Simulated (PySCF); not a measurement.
GaCl, SMILES [Cl][Ga] (connectivity only; charge and spin as stated), neutral, multiplicity 1.

Geometry: PBE-D3(BJ)/def2-TZVP.

The numbers are results of PySCF with PBE/def2-TZVPD, not measurements.

Isolated molecule, no solvent.

| Property | Result |
|---|---|
| total energy | -2384.65743 hartree |
| point group | C∞v |
| highest occupied level | -6.57 eV |
| lowest empty level | -2.46 eV |
| orbital gap | 4.10 eV |
| dipole moment | 2.44 D |
| quadrupole, principal values (traceless, Buckingham form, about the centre of nuclear charge) | -4.39, 2.19, 2.19 D·Å |
| mean static polarisability | 50.5 bohr³ (7.48 Å³) |
| polarisability, principal values | 42.3, 42.3, 66.9 bohr³ |
